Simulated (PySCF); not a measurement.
CH6ClFSi2, SMILES C[Si@@](F)([SiH3])Cl.

Geometry: PBE0-D3(BJ)/def2-SVP. The structure was generated by enumeration; whether it is a known compound was not checked.

These are PBE/def2-TZVP (PySCF) values and carry that method's errors.

Isolated molecule, no solvent.

```yaml
total_energy: -1180.31981 hartree
highest_occupied_level: -6.98 eV
lowest_empty_level: -1.11 eV
orbital_gap: 5.87 eV
dipole_moment: 2.03 D
quadrupole, principal values (traceless, Buckingham form, about the centre of nuclear charge): -3.82, -0.79, 4.62 D·Å
mean_static_polarisability: 80.5 bohr³ (11.93 Å³)
polarisability_principal_values: 67.5, 82.0, 92.0 bohr³
```
